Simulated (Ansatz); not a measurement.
CH$_{7}$NOSn, SMILES `C[NH][SnH2][OH]` at its PBE0-D4/def2-TZVP geometry, where that method's forces vanish. Charge 0, multiplicity 1. Sn: def2 effective core potential.

```xyz
11

C    -1.0428   -0.2042    1.3023
N    -0.5258   -0.8353    0.1029
Sn    1.1541   -0.1638   -0.7764
O     1.0240    1.7498   -1.2549
H    -1.5363    0.7624    1.1338
H    -1.7587   -0.8643    1.8034
H    -0.2265   -0.0308    2.0094
H    -1.2625   -1.0891   -0.5394
H     1.3743   -1.0880   -2.1940
H     2.4000   -0.1630    0.3754
H     0.4003    1.9262   -1.9624
```

(1) What forces (eV/Å) does PBE-D4/def2-TZVPP give on these atoms in Ansatz 0.2.0? (Estimate.)

Answers

(1) Ansatz gave: 
```
C1  -0.036  0.053  0.060
N2   0.016 -0.245  0.164
Sn3  0.209 -0.281 -0.106
O4   0.321  0.507  0.259
H5  -0.111  0.206 -0.006
H6  -0.152 -0.130  0.110
H7   0.159  0.040  0.148
H8  -0.242 -0.089 -0.249
H9   0.025 -0.133 -0.157
H10  0.128  0.018  0.134
H11 -0.317  0.053 -0.358
```
